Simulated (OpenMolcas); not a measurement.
4d along the 37-electron sequence

* Program: OpenMolcas 26.06
* Method: SS-CASPT2, IPEA 0.25 Eh, imaginary shift 0.1 Eh
* Basis: ANO-RCC-VQZP
* Scalar Hamiltonian: DKH2, point nucleus
* Spin-orbit coupling: state interaction with AMFI integrals over the reference wave functions, term energies averaged over their components

Active space for each ion: 1 electron in 5 orbitals (4d); closed shells correlated by CASPT2: 4s 4p.

Computed levels in cm-1 above 2D 3/2:

| Level | Zr3+ | Nb4+ | Mo5+ | Ru7+ |
| --- | --- | --- | --- | --- |
| 2D 5/2 | 1223 | 1787 | 2420 | 4040 |
| weight of 2D in the lowest level (%) | 100 | 100 | 100 | 100 |

Measured, with the error of the calculation in %. Measured levels: Zr3+ from the list in Rauch et al., Astron. Astrophys. 599, A142 (2017); Nb4+ from Moore, Atomic Energy Levels, vol. II, NSRDS-NBS 35 (1971 reprint of NBS Circular 467, 1952); Mo5+ from Sugar and Musgrove, J. Phys. Chem. Ref. Data 17, 155 (1988).

| Level | Zr3+ | Nb4+ | Mo5+ |
| --- | --- | --- | --- |
| 2D 5/2 | 1251 (-2.2) | 1870 (-4.5) | 2584 (-6.4) |

The fine-structure level 2D 5/2 changes by a factor of 3.3 from Zr3+ to Ru7+. Its fourth root runs 5.91, 6.50, 7.01, 7.97, with steps per unit of Z of 0.59, 0.51, 0.48; equal steps would mean a (Z - σ)^4 law with constant σ.

CASPT2 breaks the degeneracy within a term, and the mean is taken; among the terms shown or strongly mixed into the levels shown the widest spread is 13 cm-1 (4d 2D, Ru7+). With one active electron, CASPT2 adds the correlation within the correlated inactive shells and between them and that electron, and leaves the splitting within a term as the reference gives it. Computed and measured levels are paired by configuration, term and J; levels that our copy of the source lacks, or whose pairing is in doubt (as where it misses far off the trend of its configuration), stay unpaired and out of the deviations. Levels of configurations outside the active space are missing.
